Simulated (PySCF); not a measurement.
Molecule: sum formula H3SiO2Cl2 (charge +1, singlet). It need not be the lowest isomer of its formula. SMILES: O[Si]([OH2+])(Cl)Cl
Geometry from a B3LYP-D3(BJ)/def2-TZVP (Ansatz) optimisation:
```
Si
O 1 1.5952
H 2 0.9635 1 126.41
O 1 1.8128 2 93.80 3 156.86
H 4 0.9723 1 124.37 2 152.80
H 4 0.9744 5 112.65 1 156.81
Cl 1 1.9890 2 117.67 3 46.80
Cl 1 1.9920 2 117.93 3 -96.06
```
Charge +1, spin multiplicity 1.

Dispersion corrections to the total energy (kcal/mol) from the dftd3 and dftd4 libraries through PySCF: D3(BJ) without and D4 with the three-body term, each with the damping fitted for the functional named.

| functional | D3(BJ) | D4 |
|---|---|---|
| BHLYP | -7.60 | … |
| HSE06 | -3.66 | -4.00 |
| TPSSh | -6.00 | -6.14 |
| B2PLYP | … | -3.51 |
| r2SCAN | … | -1.15 |
| B2GP-PLYP | -4.42 | -2.14 |
| TPSS | -6.43 | -6.80 |

Problem. Some entries are withheld; supply them.

Solution. 
- BHLYP, D4: -6.67
- B2PLYP, D3(BJ): -4.53
- r2SCAN, D3(BJ): -1.39
